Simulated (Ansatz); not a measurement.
SeS₄⁺, relaxed as a doublet with UKS PBE-D4/def2-SVP in Ansatz, starting from the GFN1-xTB geometry. Force threshold 0.02 eV/Å.

The relaxation made no stability test and no search for a lower SCF solution. Another isomer (doublet) lies 1.16 eV lower at PBE0-D4/def2-TZVP; other spin states weren't run for this one.

Start:

```xyz
5

S     2.0169   -0.8643   -0.7522
S    -1.8784   -0.4016    1.3278
S    -2.2481    0.2648   -0.4975
S     2.1064    0.9978   -0.0920
Se    0.0031    0.0032    0.0140
```

Estimate the energy that the relaxation releases and the steps that it takes.

20.7 kcal/mol, in 32 steps; 38 s on 4 threads of Arm Neoverse V1 on a shared host. The force fell under the threshold at step 3, but the optimiser went on and released 0.586 eV more. No frequencies were taken in this run, so the end may be a saddle point.

Does the start keep its bonding?

Bonds lost: S2–Se5 (atoms count from 1).

Predict the relaxed structure.


```tsv
atom	x (Å)	y (Å)	z (Å)
S1	1.727	-0.816	-1.133
S2	-2.977	-0.267	0.960
S3	-1.457	0.056	-0.143
S4	1.741	1.268	-0.560
Se5	0.966	-0.242	0.876
```
Bond lengths: 3 × S–Se 2.22 to 2.65 Å; 2 × S–S 1.91 to 2.16 Å.
